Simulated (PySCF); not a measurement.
Input file for PySCF: U-HF/LANL2DZ on C2H6Zn (SMILES C[CH2][ZnH]), a point of a bond scan (R = 2.185 Å).

```python
from pyscf import gto, scf, dft, mp
from pyscf.data.elements import chemcore

mol = gto.M(
    atom='''
    Zn   -0.10398068    0.14810832    0.83353139
    H    -0.34502961    0.86439028    2.18452390
    C     0.20220802   -0.76013951   -0.88503749
    C     0.18421590    0.15106074   -2.12117922
    H    -0.55494699   -1.54400481   -0.98683516
    H     1.16178570   -1.28259314   -0.81912726
    H     1.72311906    1.69834264   -2.01451770
    H    -0.77469446    0.66151920   -2.23669242
    H     0.36009488   -0.41279036   -3.04266189
    ''',
    basis='lanl2dz',
    ecp={'Zn': 'lanl2dz'},
    charge=0, spin=0, verbose=3, max_memory=1800)
mf = scf.UHF(mol)
mf.conv_tol = 1e-8
mf.max_cycle = 100
mf.init_guess_breaksym = True
mf.kernel()
if not mf.converged:
    mf = mf.newton().run(mf.mo_coeff, mf.mo_occ)
for _ in range(4):
    mo, _, stable, _ = mf.stability(return_status=True)
    if stable:
        break
    mf.kernel(mf.make_rdm1(mo, mf.mo_occ))
```

Question: What total energy does the run end on?

Answer: -142.5492 hartree. Its determinant has ⟨S²⟩ = 0.79, a mixture of spin states.
